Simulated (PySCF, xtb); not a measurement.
CAuO, SMILES O=[C+][Au], charge +1, multiplicity 1.

GFN2-xTB in xtb 6.7.1 at its own geometry gives an orbital gap of 3.76 eV.

Geometry optimised at B3LYP-D3(BJ)/def2-TZVP. The spin state was assumed, not searched. The def2 effective core potentials stand for the cores of Au; spin–orbit coupling is left out.

**Question.** What does r2SCAN/def2-TZVPD (PySCF) give? (Estimate from the structure and the level; the computed values follow.)

**Answer.** gap 4.09 eV (levels -14.46 and -10.37 eV).
